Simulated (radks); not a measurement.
The numbers below are computed, except where a source is named.
Problem. These are the eigenvalues of the occupied orbitals of an atom or ion with whole-number occupations (eV). Level of theory: Dirac Kohn-Sham, PBE, spin-unpolarised, spherical densities, finite nucleus; Fermi nuclear charge, rms radius of each element as measured or else 0.836 A^(1/3) + 0.57 fm (a radial shooting solver on a logarithmic mesh with Libxc functionals).

| orbital | eigenvalue |
|---|---|
| 1s1/2 | -32027.26 |
| 2s1/2 | -7683.657 |

Which element is it, and in what charge state? The configuration may be excited. Open shells, if any, fill j = l - 1/2 first.

Solution. Z = 49, indium, charge +45: In45+ in [He] 2s2. The 1s level, -1177 hartree, gives Z - s = 48.5 by -(Z - s)^2/2, which with screening and relativity narrows Z to a few neighbours, and the depths must fix Z and the occupations together.
